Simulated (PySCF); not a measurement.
## Static response to an electric field

C5H10FN.
Numbering: `[CH3:1]/[CH:2]=[N:3]/[CH2:4][CH2:5][CH2:6][F:7]` (hydrogens: H8, H9, H10 on C1; H11 on C2; H12, H13 on C4; H14, H15 on C5; H16, H17 on C6)

Geometry (GFN2-xTB, Å), atoms numbered from 1 in this order:
```xyz
17
C5H10FN angstrom
C      2.779    0.454    0.000
C      1.513   -0.244   -0.345
N      0.641   -0.487    0.522
C     -0.576   -1.155    0.166
C     -1.777   -0.312    0.606
C     -1.883    0.977   -0.194
F     -2.160    0.707   -1.515
H      3.628   -0.187   -0.232
H      2.875    1.360   -0.598
H      2.791    0.707    1.056
H      1.396   -0.532   -1.403
H     -0.595   -2.104    0.712
H     -0.643   -1.367   -0.914
H     -2.691   -0.892    0.475
H     -1.666   -0.052    1.659
H     -0.940    1.533   -0.176
H     -2.700    1.609    0.171
```

Level: wB97X-D/def2-SVPD (PySCF), static field, nuclei fixed, core orbitals frozen in the response. The polarisability tensor in these axes (au):

```
x   84.87  4.77 -5.04
y    4.77 63.59 -0.87
z   -5.04 -0.87 65.42
```

Q: Give the principal values, the mean and the anisotropy Δα = √{½[(α1 − α2)² + (α2 − α3)² + (α1 − α3)²]}.

A: Principal values 62.55, 64.24 and 87.10 au; mean 71.29 au = 10.56 Å³ = 11.75 × 10⁻⁴⁰ C²·m²/J; Δα = 23.75 au (33 % of the mean).

Q: What is the dipole moment, and where does it point?

A: (0.85, -0.04, 0.34) D, 0.92 D in size, pointing from the negative to the positive side. Measured along this direction, the outermost atoms are F7 and H17 at the negative end and H8 at the positive end.

Q: Orientational against electronic polarisability at 400 K (dilute gas, rigid molecules)?

A: In Gaussian units μ²/3kT = 5.11 Å³ against 10.56 Å³, a ratio of 0.48; the Debye molar polarisation (4π/3)N_A(α + μ²/3kT) is 39.5 cm³/mol, leaving out the vibrational part.

Q: Find the Langevin capture rate constant for O2+ (31.990 u) meeting this molecule (103.080 u), k = 2.342 × 10⁻⁹ cm³/s × √(α in Å³ / reduced mass in u).

A: The reduced mass is 24.41 u, so k = 1.54 × 10⁻⁹ cm³/s. The formula leaves out the permanent dipole, which adds to the capture rate.

Q: What molar refraction does this α imply?

A: Lorentz–Lorenz: R = (4π/3)N_A α = 2.5225 cm³/(mol·Å³) × 10.56 Å³ = 26.7 cm³/mol, in the limit of long wavelengths.

Q: Rayleigh depolarisation ratio (linearly polarised light, static tensor)?

A: ρ = 3Δα²/(45ᾱ² + 4Δα²) = 1691.9/(228728 + 2255.8) = 0.00732.

Geometry: GFN2-xTB, one conformer, isolated molecule.
